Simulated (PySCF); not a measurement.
## `C1=C/CCCCCC/1`, C$_{8}$H$_{14}$

Geometry (Å), atoms numbered from 1 in this order:
```xyz
22

C     0.614   -1.391    0.540
C    -0.275   -1.558   -0.444
C    -1.719   -1.259   -0.248
C    -1.876    0.251   -0.541
C    -0.877    1.175    0.177
C     0.557    1.314   -0.406
C     1.737    0.745    0.401
C     1.948   -0.783    0.290
H     0.246   -1.351    1.575
H     0.088   -1.552   -1.481
H    -2.392   -1.837   -0.902
H    -2.014   -1.460    0.796
H    -1.790    0.415   -1.630
H    -2.902    0.558   -0.273
H    -1.331    2.179    0.181
H    -0.818    0.888    1.242
H     0.760    2.390   -0.534
H     0.584    0.899   -1.428
H     2.665    1.253    0.085
H     1.599    1.010    1.465
H     2.297   -1.029   -0.728
H     2.730   -1.104    0.997
```

Level of theory: quadratic response CAM-B3LYP/aug-cc-pVDZ first hyperpolarisability, Taylor convention, gas phase (PySCF 2.14.0). Geometry: PBE0-D3(BJ)/def2-SVP.

Q: Give the tensor of the second harmonic β(−2ω;ω,ω) at 1064 nm in the axes of these coordinates.

A: In au, Taylor convention; rows are the first index (the induced dipole):
```csv
,xx,yy,zz,xy,xz,yz
x,+0.3,-6.0,-4.3,+0.4,-4.7,+19.9
y,-1.9,+69.3,+15.5,-6.4,+18.4,+2.4
z,-4.5,+2.4,-2.9,+19.1,-4.2,+16.1
```
Norm of βᵢ = ⅓ Σⱼ (βᵢⱼⱼ + βⱼᵢⱼ + βⱼⱼᵢ): 85.7 au, hyper-Rayleigh value 36.2 au.
